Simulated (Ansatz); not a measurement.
A structure relaxed at r2SCAN-D4/def2-SVP in Ansatz, charge 0, singlet:

```xyz
11

Cl   -0.360    0.839    2.734
Cl   -2.883   -0.006    0.007
Cl   -0.164   -2.201    0.811
Cl   -0.149    2.278   -0.541
O    -0.258   -0.450   -1.759
O     1.767    0.056    0.478
Sn   -0.565    0.143    0.478
H    -0.262    0.430   -2.184
H    -1.092   -0.876   -2.024
H     1.920   -0.855    0.795
H     2.046    0.641    1.204
```

(1) Give its formula, name or SMILES and point group.

(2) Summarise the bond lengths by kind (pairs closer than 1.2 times the sum of covalent radii, bridged metal pairs left out).

Answers

(1) cis-Sn(H2O)2Cl4 (SnCl₄O₂H₄). Point group C2 (tolerance 0.1 Å).

(2) 4 × Cl–Sn 2.37 to 2.40 Å; 2 × O–Sn 2.33 Å; 4 × H–O 0.97 to 0.98 Å.

In the def2 sets Sn takes a core potential; there is no spin–orbit coupling.
